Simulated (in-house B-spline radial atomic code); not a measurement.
Configurations of Rb³⁺, with energies counted from [Ar] 3d10 4s2 4p4. Method: non-relativistic Hartree-Fock with fractional occupations, spin-polarised, spherical fractional occupations, point nucleus. Calculated with an all-electron radial atomic-structure program (B-spline basis). Shells without spins written out take the highest spin.

Caution: exact exchange at fractional occupations of open shells leaves self-interaction of up to several eV.

Occupations are held fixed; configurations that lie above the ionisation limit could autoionise.

```csv
configuration,E - E(ref) (eV),highest orbital,its <r> (bohr)
[Ar] 3d10 4s2 4p3 5p1,26.145,5p up,3.831
[Ar] 3d10 4s1 4p4 5s1,40.673,5s up,3.225
[Ar] 3d9 4s2 4p5,120.8,4p down,1.564
[Ar] 3d9 4s2 4p4 4f1,162.99,4f up,4.537
[Ne] 3s2 3p5 3d10 4s2 4p4 5s1,273.64,5s up,3.178
[Ne] 3s2 3p5 3d10 4s2 4p4 5p1,280.17,5p up,3.747
"[Ne] 3s2 3p(2 up, 3 down) 3d10 4s2 4p(3 up, 1 down) 5d(1 up, 0 down)",288.06,5d up,5.023
```

Problem. Order these further configurations by energy, lowest first.
A. [Ar] 3d10 4s2 4p(3 up, 0 down) 4f(1 up, 0 down)
B. [Ar] 3d10 4s1 4p4 4f1
C. [Ne] 3s2 3p(2 up, 3 down) 3d10 4s2 4p(2 up, 2 down) 5s(1 up, 0 down)
D. [Ar] 3d10 4s2 4p(2 up, 2 down)
E. [Ar] 3d9 4s2 4p4 5d1

Solution. D (6.3014 eV), A (33.83 eV), B (54.865 eV), E (161.52 eV), C (281.27 eV).

Problem. How far above the reference does [Ar] 3d10 4s(0 up, 1 down) 4p(2 up, 3 down) lie?

Solution. 17.869 eV; its least bound orbital is 4p up with <r> = 1.647 bohr.

Problem. How far above the reference does [Ar] 3d9 4s2 4p4 5s1 lie?

Solution. 148.37 eV; its least bound orbital is 5s up with <r> = 3.178 bohr.
